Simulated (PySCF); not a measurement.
C2H6O2Si, SMILES O[SiH]1COC1. Atoms are numbered in the order given.

```xyz
11

O      2.0079    -0.4672     0.0000
Si     0.5775     0.3795     0.0000
C     -0.8443    -0.1459    -1.1313
O     -1.7228    -0.0429     0.0000
C     -0.8443    -0.1459     1.1313
H      2.8265     0.0349     0.0000
H      0.8755     1.8471     0.0000
H     -0.7792    -1.1845    -1.5113
H     -1.1887     0.5028    -1.9525
H     -1.1887     0.5028     1.9525
H     -0.7792    -1.1845     1.5113
```
Charge 0, spin multiplicity 1.

Coordinates come from a PBE0-D3(BJ)/def2-SVP optimisation. The structure was generated by enumeration, and PubChem lists no compound with its InChIKey, so it may never have been made. One conformer was computed; it need not be the lowest.

These are SMD-B3LYP/def2-SVP (PySCF) values and carry that method's errors.

Solvation free energies are E(SMD) − E(gas) at the gas-phase geometry, for 1 M in both phases. In vacuum the dipole moment is 2.64 D.

Estimate the solvation free energies in water, chlorobenzene, 1-octanol. (An estimate is asked for; the answer gives what the named calculation found.)


```tsv
solvent	ΔG(solv) (kcal/mol)	its non-electrostatic (CDS) part	dipole (D)
water	-5.6	3.3	3.38
chlorobenzene	-3.9	-0.7	2.96
1-octanol	-5.5	1.6	3.23
```
